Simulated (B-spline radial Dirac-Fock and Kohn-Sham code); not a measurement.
**The free tellurium atom: differential elastic cross section for electrons at 132 keV**

Level of theory: relativistic (Dirac) partial waves in the static field of the Dirac-Fock atom with Furness-McCarthy exchange, without polarisation or absorption potentials; a radial atomic solver.

```
θ (°)  dσ/dΩ (Å²/sr)  Sherman function
    0            178             0.000
   10         0.0303             0.001
   20        0.00250             0.002
   30       0.000579            -0.002
   40       0.000207            -0.014
   50       9.43e-05            -0.033
   60       5.00e-05            -0.059
   70       2.94e-05            -0.089
   80       1.87e-05            -0.121
   90       1.27e-05            -0.154
  100       9.02e-06            -0.183
  110       6.70e-06            -0.205
  120       5.18e-06            -0.218
  130       4.16e-06            -0.218
  140       3.48e-06            -0.203
  150       3.01e-06            -0.172
  160       2.72e-06            -0.125
  170       2.55e-06            -0.066
  180       2.50e-06             0.000
```

Problem. What integrated cross sections go with this distribution?

Solution. The total elastic cross section is 0.139 Å², the first transport cross section 0.000424 Å² and the second, weighted with (3/2) sin²θ, 0.00105 Å². The mean deflection is ⟨1 − cos θ⟩ = 0.00305, and 0.027 % of the collisions scatter beyond 90°.

Values without a named source are computed, but for edge energies of neutral atoms, which are taken from tables.
